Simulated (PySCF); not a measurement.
Molecule: SMILES C1=CC1=CC1CCC1, C₈H₁₀.

Geometry (Å), atoms numbered from 1 in this order:
```xyz
18

C     2.603    0.751    1.682
C     3.042   -0.495    1.746
C     1.792   -0.271    1.042
C     0.741   -0.664    0.362
C    -0.322    0.265   -0.124
C    -0.682    0.185   -1.625
C    -2.170    0.119   -1.255
C    -1.783   -0.111    0.212
H     2.743    1.777    1.925
H     3.782   -1.183    2.076
H     0.611   -1.711    0.123
H    -0.087    1.286    0.181
H    -0.318   -0.732   -2.086
H    -0.372    1.032   -2.234
H    -2.744   -0.675   -1.728
H    -2.685    1.065   -1.413
H    -2.279    0.519    0.947
H    -1.880   -1.152    0.517
```

Frames of a GFN2-xTB Langevin trajectory at 300 K; GIAO PBE0/pcSseg-1 shieldings in PySCF, gas phase, non-relativistic; equivalent atoms averaged within each frame.

References, each an isolated molecule treated in the same way: 13C (186.93 ppm) and 1H (31.72 ppm) vs TMS. The references are static minima.

How do the shifts (ppm) fluctuate along the trajectory?

Answers


```csv
time (fs),C2,C1,C3,C4,C5,C6/C8,C7,H10,H9,H11
optimised geometry,142.0,142.4,114.6,91.8,39.2,31.2,17.0,8.14,8.25,4.56
250,147.3,147.3,110.7,95.5,40.4,31.0,16.7,9.21,8.69,6.00
425,143.5,145.5,115.3,93.8,41.3,33.4,23.0,8.62,8.15,5.64
625,148.9,150.4,124.0,100.2,34.9,30.8,20.4,8.80,8.80,5.12
800,141.0,142.5,117.2,93.0,39.0,30.1,17.5,7.39,8.01,5.32
1000,136.0,149.9,120.5,95.1,39.0,29.4,18.8,7.94,9.06,5.10
mean of frames,143.3,147.1,117.5,95.5,38.9,31.0,19.3,8.39,8.54,5.44
standard deviation,5.1,3.2,5.1,2.8,2.4,1.5,2.5,0.72,0.45,0.38
```

5 frames give an uncertainty of the mean of about the standard deviation over 2.2 at best, since frames this close in time may not be independent; classical motion lacks zero-point vibration, and the reference would need the same averaging.
